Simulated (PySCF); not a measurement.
Gas-phase reaction: 3 AgF + 3 Cl = Ag₃Cl₃ + 3 F

Energies from PySCF, thermal terms from the rigid-rotor harmonic-oscillator model, ideal gas at 1 bar. † marks an energy on the PBE0/def2-TZVP geometry and frequencies; other levels use their own. MP2 and CCSD(T) freeze the core. Open shells (unrestricted): Cl (multiplicity 2, electronic degeneracy 6), F (multiplicity 2, electronic degeneracy 6); the rest are closed-shell singlets. Spin-orbit splitting is ignored; it lowers the true energy and changes the entropy of Cl, F. Ag: scalar-relativistic def2 core potential, no spin-orbit coupling. MP2 isn't extrapolated to the basis-set limit; its ΔH°(298 K) is -450.2 kJ in def2-SVP and -378.7 kJ in def2-TZVPP. CCSD(T) isn't extrapolated to the basis-set limit. The harmonic model lacks anharmonicity and excited electronic states, which grow with temperature; levels with a mode under 35 cm⁻¹ are left out. Soft modes under 120 cm⁻¹ make the harmonic entropy rough for Ag₃Cl₃. Warning, large T1 diagnostic: AgF (CCSD(T)/def2-SVP†).

| level | ΔE electronic, kJ | ΔH°(298 K), kJ | ΔS°(298 K), J/K | ΔG°(1800 K), kJ |
|---|---|---|---|---|
| BLYP/def2-TZVP† | -211 | -206 | -279 | 258 |
| CCSD(T)/def2-SVP† | -466 | -461 | -279 | 4 |
| M06-2X/def2-TZVP† | -380 | -375 | -279 | 89 |
| MP2/def2-SVP† | -455 | -450 | -279 | 14 |
| PBE/def2-SVP | -341 | -336 | -278 | 126 |
| PBE/def2-TZVP† | -311 | -306 | -279 | 158 |
| PBE0/def2-QZVP† | -372 | -367 | -279 | 97 |
| PBE0/def2-SVP† | -428 | -423 | -279 | 41 |
| r2SCAN/def2-TZVP† | -421 | -416 | -279 | 48 |
ΔH° is lowest at CCSD(T)/def2-SVP† and highest at BLYP/def2-TZVP†. No reference value is set beside these.
